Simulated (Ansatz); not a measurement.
## Redistribution: CH3Br + C2H2F3I → CH2BrI + C2H3F3

Species: CH3Br (bromomethane) `CBr`, singlet; C2H2F3I (1,1,1-trifluoro-2-iodoethane) `FC(F)(F)CI`, singlet; CH2BrI (bromoiodomethane) `BrCI`, singlet; C2H3F3 (1,1,1-trifluoroethane) `CC(F)(F)F`, singlet. The partners trade H for I; both sit on C, so the bond types are kept.

Shapes, held fixed at every level: PBE0-D4/def2-TZVP. Programs: Ansatz 0.2.0. The zero-point and thermal change to 298 K, harmonic and unscaled (PBE0-D4/def2-TZVP), is -0.1 kJ/mol.

```tsv
level	kind	ΔH(298 K) (kJ/mol)	less CCSD(T)/def2-TZVPP
HF/def2-SVP	Hartree–Fock	-2.5	+2.1
PBE-D4/def2-TZVPP	GGA	-8.5	-3.9
r2SCAN-D4/def2-TZVPP	meta-GGA	-6.6	-2.0
B3LYP-D4/def2-TZVPP	global hybrid	-6.9	-2.3
wB97X-V/def2-TZVPP	range-separated hybrid	-3.8	+0.8
B2PLYP/def2-TZVPP	double hybrid	-7.8	-3.2
CCSD(T)/def2-TZVPP	coupled cluster or CI	-4.6	0.0
```

The highest level, CCSD(T)/def2-TZVPP, gives ΔH(298 K) = -4.6 kJ/mol; the levels span -8.5 to -2.5. The column of differences is taken from that level and isn't an error. No measured value is set beside it here. For atoms past krypton def2 sets carry core potentials with scalar relativity. Relativity is left out for Br unless named. Correlated rows may include outer-core shells of Br, I, which these sets cover unevenly.
